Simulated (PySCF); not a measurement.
**Fluorine: a sound run and one with changed settings**

Sound run: F+ [He] 2s2 2p4, F(2+) [He] 2s2 2p3. All numbers are calculated (PySCF 2.14, the spin-free X2C one-electron Hamiltonian (Gaussian nucleus), in jorge-DZP-DKH). In the sound run the correlated levels freeze 1s2. The sound run starts from symmetry-adapted Hartree-Fock orbitals and uses a fine grid where one is needed.

Changed run: basis STO-3G, all-electron and non-relativistic. This setting is unsound on purpose.

```tsv
species	method	sound run (hartree)	changed run (hartree)	converged
F+	UHF	-98.90751	-97.52349	yes
F+	B3LYP	-99.19116	-97.75196	yes
F+	M06-2X	-99.16654	-97.76710	yes
F+	MP2	-98.99788	-97.52349	yes
F(2+)	UHF	-97.67574	-96.22428	yes
F(2+)	B3LYP	-97.87716	-96.38480	yes
F(2+)	M06-2X	-97.87193	-96.41194	yes
F(2+)	MP2	-97.74106	-96.22428	yes
```

Ionisation energy of F+:

```json
{"method": "UHF", "sound run (eV)": "33.518", "changed run (eV)": "35.353"}
{"method": "B3LYP", "sound run (eV)": "35.756", "changed run (eV)": "37.202"}
{"method": "M06-2X", "sound run (eV)": "35.228", "changed run (eV)": "36.876"}
{"method": "MP2", "sound run (eV)": "34.200", "changed run (eV)": "35.353"}
{"method": "SCS-MP2", "sound run (eV)": "34.189", "changed run (eV)": "35.353"}
```

A minimal basis cannot let orbitals breathe on ionisation and holds almost no correlation. The Hamiltonian changed with the basis, so the totals do not compare.

For comparison, NIST gives 34.971 eV between the lowest levels.
